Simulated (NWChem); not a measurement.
Everything below was run with NWChem. System: Cl$_{3}$Ga, charge 0, spin multiplicity 1, at a geometry optimised with PBE/def2-SVP. The structure started from a generated list of species. Level: EOM-CCSD/def2-SVP, 24 core orbitals frozen.

Input file:

```
start mol
memory heap 100 mb stack 700 mb global 1900 mb
geometry units angstroms nocenter noautoz
  Ga     0.000000     0.000000    -0.000004
  Cl     0.000000     0.000000     2.139655
  Cl     1.853007     0.000000    -1.069824
  Cl    -1.853007     0.000000    -1.069824
  symmetry group C2v
end
basis spherical
  * library def2-svp
end
scf
  rhf
  nopen 0
  maxiter 100
  thresh 1e-7
  semidirect memsize 60000000 filesize 0
end
tce
  freeze core 24
  ccsd
  nroots 1
  2eorb
  2emet 13
  thresh 1e-5
  maxiter 200
  tilesize 24
  dipole
end
task tce energy
```

Part of the output:

```
             Northwest Computational Chemistry Package (NWChem) 7.3.0
             --------------------------------------------------------

                                NWChem Input Module
                                -------------------

 Scaling coordinates for geometry "geometry" by  1.889725989
 (inverse scale =  0.529177249)

 Turning off AUTOSYM since
 SYMMETRY directive was detected!

                             Geometry "geometry" -> ""
                             -------------------------

 Output coordinates in angstroms (scale by  1.889725989 to convert to a.u.)

  No.       Tag          Charge          X              Y              Z
 ---- ---------------- ---------- -------------- -------------- --------------
    1 Ga                  31.0000     0.00000000     0.00000000    -0.00000400
    2 Cl                  17.0000     0.00000000     0.00000000     2.13965500
    3 Cl                  17.0000     1.85300700     0.00000000    -1.06982400
    4 Cl                  17.0000    -1.85300700     0.00000000    -1.06982400

 Effective nuclear repulsion energy (a.u.)     514.8086127412

            Nuclear Dipole moment (a.u.)
            ----------------------------
        X                 Y               Z
 ---------------- ---------------- ----------------
     0.0000000000     0.0000000000    -0.0000094486

      Symmetry information
      --------------------

 Group name             C2v
 Group number             16
 Group order               4
 No. of unique centers     3

      Symmetry unique atoms

     1    2    3


 Summary of "ao basis" -> "" (spherical)
 ------------------------------------------------------------------------------
       Tag                 Description            Shells   Functions and Types
 ---------------- ------------------------------  ------  ---------------------
 *                          def2-svp                  on all atoms

 Summary of "ao basis" -> "ao basis" (spherical)
 ------------------------------------------------------------------------------
       Tag                 Description            Shells   Functions and Types
 ---------------- ------------------------------  ------  ---------------------
 Ga                         def2-svp                12       32   5s4p3d
 Cl                         def2-svp                 8       18   4s3p1d

                                 NWChem SCF Module
                                 -----------------

  ao basis        = "ao basis"
  functions       =    86
  atoms           =     4
  closed shells   =    41
  open shells     =     0
  charge          =   0.00
  wavefunction    = RHF
  use symmetry    = T
  symmetry adapt  = T

 Summary of "ao basis" -> "ao basis" (spherical)
 ------------------------------------------------------------------------------
       Tag                 Description            Shells   Functions and Types
 ---------------- ------------------------------  ------  ---------------------
 Ga                         def2-svp                12       32   5s4p3d
 Cl                         def2-svp                 8       18   4s3p1d

      Symmetry analysis of basis
      --------------------------

        a1         37
        a2          9
        b1         24
        b2         16

 Forming initial guess at       0.1s

      Superposition of Atomic Density Guess
      -------------------------------------

 Sum of atomic energies:       -3300.94641866

      Non-variational initial energy
      ------------------------------

 Total energy =   -3301.489870
 1-e energy   =   -5617.598740
 2-e energy   =    1801.300257
 HOMO         =      -0.433678
 LUMO         =      -0.036121

      Symmetry analysis of molecular orbitals - initial
      -------------------------------------------------

  Numbering of irreducible representations:

     1 a1          2 a2          3 b1          4 b2

  Orbital symmetries:

     1 a1          2 a1          3 a1          4 b1          5 a1
     6 b1          7 a1          8 b2          9 a1         10 a1
    11 b1         12 a1         13 a1         14 b1         15 b2
    16 b1         17 a1         18 b2         19 a2         20 b1
    21 a1         22 b1         23 a1         24 b2         25 a1
    26 a1         27 b1         28 a2         29 b2         30 a1
    31 b1         32 a1         33 a1         34 b1         35 a1
    36 b2         37 b1         38 a1         39 a2         40 b2
    41 b1         42 a1         43 b2         44 a1         45 b1
    46 a1         47 b1         48 a1         49 b2         50 a2
    51 b2

 Starting SCF solution at       0.4s

 ----------------------------------------------
         Quadratically convergent ROHF

 Convergence threshold     :          1.000E-07
 Maximum no. of iterations :          100
 Final Fock-matrix accuracy:          1.000E-09
 ----------------------------------------------

              iter       energy          gnorm     gmax       time
             ----- ------------------- --------- --------- --------
                 1    -3301.1970610919  7.84D-01  2.33D-01      0.4
                 2    -3301.2459550474  2.02D-01  6.36D-02      0.5
                 3    -3301.2492616170  1.17D-02  4.04D-03      0.5
                 4    -3301.2492765730  5.46D-05  1.76D-05      0.6
                 5    -3301.2492765735  3.76D-09  1.20D-09      0.6

       Final RHF  results
       ------------------

         Total SCF energy =  -3301.249276573541
      One-electron energy =  -5615.886396644368
      Two-electron energy =   1799.828507329675
 Nuclear repulsion energy =    514.808612741151
[...]
   0.0000683247896   0.2498729146711    6.79939     0.4     0.4

 Iteration  12 using   12 trial vectors
   0.0000276050902   0.2498732737637    6.79940     0.4     0.4

 Iteration  13 using   13 trial vectors
   0.0000136019535   0.2498734206612    6.79940     0.4     0.4

 Iteration  14 using   14 trial vectors
   0.0000071627622   0.2498733647464    6.79940     0.4     0.4
 --------------------------------------------------------------
 Iterations converged
 ------------------

 Excited state root  1
 Excitation energy / hartree =        0.249873364746441
                   / eV      =        6.799403102955189
 largest EOMCCSD amplitudes: R1 and R2

 Singles contributions
    43a1  (alpha) ---    41b1  (alpha)       -0.9007050704
    44a1  (alpha) ---    37b1  (alpha)       -0.1128993946
    46a1  (alpha) ---    41b1  (alpha)       -0.1374953137
    45b1  (alpha) ---    38a1  (alpha)        0.1128956882

 Doubles contributions

 No. of initial left vectors    1

 EOM-CCSD left-hand side iterations
 --------------------------------------------------------------
      Residuum       Omega / hartree  Omega / eV    Cpu    Wall
 --------------------------------------------------------------

 Iteration   1 using    1 trial vectors
   0.6337309634431   0.3812450872799   10.37421     0.7     0.7

 Iteration   2 using    2 trial vectors
   0.1252640987349   0.2609032214840    7.09954     0.7     0.7

 Iteration   3 using    3 trial vectors
   0.0518578335068   0.2542768395977    6.91923     0.7     0.7

 Iteration   4 using    4 trial vectors
   0.0282791490686   0.2511955359121    6.83538     0.7     0.7

 Iteration   5 using    5 trial vectors
   0.0149137649690   0.2500153503717    6.80327     0.7     0.7

 Iteration   6 using    6 trial vectors
   0.0055339294450   0.2498975567877    6.80006     0.7     0.7

 Iteration   7 using    7 trial vectors
   0.0020179570868   0.2498858151926    6.79974     0.7     0.7

 Iteration   8 using    8 trial vectors
   0.0008534140349   0.2498682864826    6.79926     0.7     0.7

 Iteration   9 using    9 trial vectors
   0.0004105589357   0.2498702419975    6.79932     0.7     0.7

 Iteration  10 using   10 trial vectors
   0.0001734925817   0.2498723885112    6.79938     0.7     0.7

 Iteration  11 using   11 trial vectors
   0.0000711335405   0.2498730164669    6.79939     0.7     0.7

 Iteration  12 using   12 trial vectors
   0.0000286781465   0.2498732035191    6.79940     0.7     0.7

 Iteration  13 using   13 trial vectors
   0.0000141310339   0.2498733975650    6.79940     0.8     0.8

 Iteration  14 using   14 trial vectors
   0.0000073882277   0.2498733422047    6.79940     0.8     0.8
 --------------------------------------------------------------
 Iterations converged

 Excited state root  1
 Excitation energy / hartree =        0.249873364746441
                   / eV      =        6.799403102955189

 EOM-CCSD transition moments / hartree
 --------------------------------------------
 X    0.0000085 Y    0.0000000 Z    0.0000000
 Oscillator Strength                0.0000000
 --------------------------------------------

 EOM-CCSD dipole moments / hartree & Debye
 ------------------------------------
   X         0.0000000      0.0000000
   Y        -0.0000000     -0.0000000
   Z        -0.0000742     -0.0001885
 Total       0.0000742      0.0001885
 ------------------------------------

 Singles contributions
    43a1  (alpha) ---    41b1  (alpha)       -0.9007050704
    44a1  (alpha) ---    37b1  (alpha)       -0.1128993946
    46a1  (alpha) ---    41b1  (alpha)       -0.1374953137
    45b1  (alpha) ---    38a1  (alpha)        0.1128956882

 Doubles contributions

 =========================================
 Excited-state calculation ( b2  symmetry)
 =========================================
 Dim. of EOMCC iter. space      500

 EOMCCSD SOLVER TYPE  1
  maxdiff =   0.53512286173351853

 No. of initial right vectors    1

 EOM-CCSD right-hand side iterations
 --------------------------------------------------------------
      Residuum       Omega / hartree  Omega / eV    Cpu    Wall
 --------------------------------------------------------------

 Iteration   1 using    1 trial vectors
   0.5328256246993   0.3922202926583   10.67286     0.5     0.5

 Iteration   2 using    2 trial vectors
   0.1065400675840   0.2826551488819    7.69144     0.3     0.3

 Iteration   3 using    3 trial vectors
   0.0480579973823   0.2777484327085    7.55792     0.3     0.3

 Iteration   4 using    4 trial vectors
   0.0197350522851   0.2765624105956    7.52565     0.3     0.3

 Iteration   5 using    5 trial vectors
   0.0092927653016   0.2761360546089    7.51405     0.3     0.3

 Iteration   6 using    6 trial vectors
   0.0089576336104   0.2758726458498    7.50688     0.3     0.3

 Iteration   7 using    7 trial vectors
   0.0308611547648   0.2755135887541    7.49711     0.3     0.3

 Iteration   8 using    8 trial vectors
   0.0836959898017   0.2609755247461    7.10151     0.3     0.3

 Iteration   9 using    9 trial vectors
   0.0260354776134   0.2593983645442    7.05859     0.3     0.3

 Iteration  10 using   10 trial vectors
   0.0110652305736   0.2584322219705    7.03230     0.3     0.3

 Iteration  11 using   11 trial vectors
   0.0065140080014   0.2585283301273    7.03492     0.3     0.3

 Iteration  12 using   12 trial vectors
   0.0033001324670   0.2583772092426    7.03080     0.3     0.3

 Iteration  13 using   13 trial vectors
   0.0011615127615   0.2584217135466    7.03202     0.3     0.3

 Iteration  14 using   14 trial vectors
   0.0003904541387   0.2584095265043    7.03168     0.3     0.3

 Iteration  15 using   15 trial vectors
   0.0001881613569   0.2584118727002    7.03175     0.4     0.4

 Iteration  16 using   16 trial vectors
   0.0001420397823   0.2584121867336    7.03176     0.4     0.4

 Iteration  17 using   17 trial vectors
   0.0000910657588   0.2584123864387    7.03176     0.4     0.4

 Iteration  18 using   18 trial vectors
   0.0000505416942   0.2584121227654    7.03175     0.4     0.4

 Iteration  19 using   19 trial vectors
   0.0000289457271   0.2584124213747    7.03176     0.4     0.4

 Iteration  20 using   20 trial vectors
   0.0000156571656   0.2584121143251    7.03175     0.4     0.4

 Iteration  21 using   21 trial vectors
   0.0000082336920   0.2584121960027    7.03176     0.3     0.3
 --------------------------------------------------------------
 Iterations converged
 ------------------

 Excited state root  1
 Excitation energy / hartree =        0.258412196002703
                   / eV      =        7.031756622500400
 largest EOMCCSD amplitudes: R1 and R2

 Singles contributions
    43a1  (alpha) ---    40b2  (alpha)        0.8905059304
    46a1  (alpha) ---    40b2  (alpha)        0.1392698378
    42b2  (alpha) ---    38a1  (alpha)       -0.1251394229

 Doubles contributions

 No. of initial left vectors    1

 EOM-CCSD left-hand side iterations
 --------------------------------------------------------------
      Residuum       Omega / hartree  Omega / eV    Cpu    Wall
 --------------------------------------------------------------

 Iteration   1 using    1 trial vectors
   0.5826674674618   0.3922202926583   10.67286     0.7     0.7

 Iteration   2 using    2 trial vectors
   0.1110650989594   0.2833433876958    7.71017     0.7     0.7

 Iteration   3 using    3 trial vectors
   0.0504178583324   0.2781003397985    7.56750     0.7     0.7

 Iteration   4 using    4 trial vectors
   0.0203530058021   0.2765861032829    7.52629     0.7     0.7

 Iteration   5 using    5 trial vectors
   0.0094152585961   0.2761087878720    7.51331     0.7     0.7

 Iteration   6 using    6 trial vectors
   0.0087223767458   0.2759278672562    7.50838     0.7     0.7

 Iteration   7 using    7 trial vectors
   0.0268379986369   0.2756093093540    7.49971     0.7     0.7

 Iteration   8 using    8 trial vectors
   0.0889294729590   0.2607045145223    7.09413     0.7     0.7

 Iteration   9 using    9 trial vectors
   0.0275588435104   0.2595281051621    7.06212     0.7     0.7

 Iteration  10 using   10 trial vectors
   0.0115886844546   0.2583259341860    7.02941     0.7     0.7

 Iteration  11 using   11 trial vectors
   0.0068086841647   0.2585707456893    7.03607     0.7     0.7

 Iteration  12 using   12 trial vectors
   0.0035235875183   0.2583321131988    7.02958     0.7     0.7

 Iteration  13 using   13 trial vectors
   0.0012562179640   0.2584383356322    7.03247     0.7     0.7

 Iteration  14 using   14 trial vectors
   0.0004657310707   0.2584050715457    7.03156     0.7     0.7

 Iteration  15 using   15 trial vectors
   0.0002853238448   0.2584148349033    7.03183     0.8     0.8

 Iteration  16 using   16 trial vectors
   0.0002330519507   0.2584106694006    7.03172     0.8     0.8

 Iteration  17 using   17 trial vectors
   0.0001346835500   0.2584126949740    7.03177     0.8     0.8

 Iteration  18 using   18 trial vectors
   0.0000650020224   0.2584118254518    7.03175     0.8     0.8

 Iteration  19 using   19 trial vectors
   0.0000333005453   0.2584121977670    7.03176     0.8     0.8

 Iteration  20 using   20 trial vectors
   0.0000177573344   0.2584120510278    7.03175     0.8     0.8

 Iteration  21 using   21 trial vectors
   0.0000087547316   0.2584120948628    7.03175     0.8     0.8
 --------------------------------------------------------------
 Iterations converged

 Excited state root  1
 Excitation energy / hartree =        0.258412196002703
                   / eV      =        7.031756622500400

 EOM-CCSD transition moments / hartree
 --------------------------------------------
 X    0.0000000 Y    0.0000040 Z    0.0000000
 Oscillator Strength                0.0000000
 --------------------------------------------

 EOM-CCSD dipole moments / hartree & Debye
 ------------------------------------
   X         0.0000000      0.0000000
   Y        -0.0000000     -0.0000000
   Z        -1.2033003     -3.0585073
 Total       1.2033003      3.0585073
 ------------------------------------

 Singles contributions
    43a1  (alpha) ---    40b2  (alpha)        0.8905059304
    46a1  (alpha) ---    40b2  (alpha)        0.1392698378
    42b2  (alpha) ---    38a1  (alpha)       -0.1251394229

 Doubles contributions

 Task  times  cpu:       89.0s     wall:       89.0s

 Total times  cpu:       89.0s     wall:       89.0s
```
